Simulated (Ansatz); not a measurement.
`CCCCCCCCO` and `CCCCCCCCCCC` differ in one atom or group.

Ansatz, PBE0-D4/def2-TZVP geometries, multiplicity 1. Each molecule was computed in one conformer, which needn't be the lowest.

| property | `CCCCCCCCO` |
| --- | --- |
| size of the dipole moment (PBE/def2-TZVPP) / D | 1.47 |
| HOMO energy (PBE/def2-TZVPP) / eV | -6.10 |
| LUMO energy (PBE/def2-TZVPP) / eV | 0.14 |
| LUMO energy (B3LYP/def2-TZVPP) / eV | 0.63 |
| LUMO energy (ωB97M-V/def2-TZVPP) / eV | 2.37 |
| size of the dipole moment (B3LYP/def2-TZVPP) / D | 1.56 |

(1) What does the change do to each property? (Estimate.)

## Answers

(1) The calculation gave: 
```csv
property,`CCCCCCCCCCC`,shift
size of the dipole moment (PBE/def2-TZVPP) / D,0.08,-1.39
HOMO energy (PBE/def2-TZVPP) / eV,-7.08,-0.98
LUMO energy (PBE/def2-TZVPP) / eV,0.25,0.11
LUMO energy (B3LYP/def2-TZVPP) / eV,0.74,0.11
LUMO energy (ωB97M-V/def2-TZVPP) / eV,2.45,0.08
size of the dipole moment (B3LYP/def2-TZVPP) / D,0.08,-1.48
```

With PBE0 the HOMO falls by 0.70 eV and the LUMO rises by 0.07 eV, so the gap widens by about 0.77 eV. PBE moves the HOMO by -0.98 eV and ωB97M-V by -0.56 eV. Dipoles are sizes alone; their direction can turn.

B3LYP here is the variant with VWN-RPA as its local correlation; programs differ in this.
